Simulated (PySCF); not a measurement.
The same groups moved round the core (norbornane mercapto+boryl). Isolated molecules, 0 K electronic values unless said otherwise. One relaxed conformer stands for each flexible species; it need not be the lowest. Strings in code marks are SMILES.

Quantity: electronic energy of isomers of C7H13BS relative to `B[C@]12CC[C@](S)(CC1)C2`, in eV.

Level 1: ωB97X-D3(BJ)/def2-TZVP // PBE0-D3(BJ)/def2-SVP (PySCF)
Level 2: B3LYP/3-21G // PBE0-D3(BJ)/def2-SVP (PySCF)
Level 3: B3LYP/6-31G* // PBE0-D3(BJ)/def2-SVP (PySCF)
Level 4: BP86/6-31G* // PBE0-D3(BJ)/def2-SVP (PySCF)

| species | level 2 | level 3 | level 4 |
|---|---|---|---|
| `B[C@]12CC[C@H](CC1)[C@@H]2S` | 0.056 | 0.077 | 0.069 |
| `B[C@@H]1C[C@@H]2C[C@H]1C[C@@H]2S` | 0.128 | 0.116 | 0.108 |
| `B[C@@H]1[C@H]2CC[C@]1(S)CC2` | 0.080 | 0.099 | 0.104 |
| `B[C@@H]1C[C@@H]2CC[C@H]1[C@@H]2S` | 0.125 | 0.118 | 0.102 |
| `B[C@@H]1C[C@H]2CC[C@]1(S)C2` | 0.116 | 0.105 | 0.095 |

What does level 1 give for each, and how far do the other levels lie from it on average?


- `B[C@]12CC[C@H](CC1)[C@@H]2S`: 0.048
- `B[C@@H]1C[C@@H]2C[C@H]1C[C@@H]2S`: 0.113
- `B[C@@H]1[C@H]2CC[C@]1(S)CC2`: 0.050
- `B[C@@H]1C[C@@H]2CC[C@H]1[C@@H]2S`: 0.090
- `B[C@@H]1C[C@H]2CC[C@]1(S)C2`: 0.070
Mean absolute difference from level 1, which has limits of its own, over these rows (drawn at random from the members that have all these levels): level 2 0.027 eV, level 3 0.029 eV, level 4 0.023 eV.
